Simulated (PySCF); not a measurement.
## Electron correlation in N+ (nitrogen, charge +1)

[He] 2s2 2p2, high-spin 3P determinant. Computed with PySCF 2.14 in cc-pVTZ-DK, with the spin-free X2C one-electron Hamiltonian (Gaussian nucleus). Frozen: 1s2; 4 electrons correlated.

MP2 pair energies summed by pair of shells (mhartree):

| pair | energy | share (%) |
| --- | --- | --- |
| 2s-2p | -43.69 | 61.1 |
| 2s-2s | -20.36 | 28.5 |
| 2p-2p | -7.48 | 10.5 |

Total MP2 correlation energy: -71.53 mhartree.

Same-spin part -12.92 and opposite-spin part -58.60 mhartree; SCS-MP2 scales them by 1/3 and 6/5 to -74.63 mhartree.

| level | correlation energy (mhartree) |
| --- | --- |
| CCSD | -92.55 |
| (T) | -1.60 |
| CCSD(T) | -94.15 |

Diagnostics: T1 = 0.0063, D1 = 0.0123, largest double amplitude 0.119.

**Question.** Is a single reference adequate?

**Answer.** Mostly. T1 lies below 0.03, but a double amplitude of this size points to a near-degeneracy that CCSD handles and MP2 describes poorly.
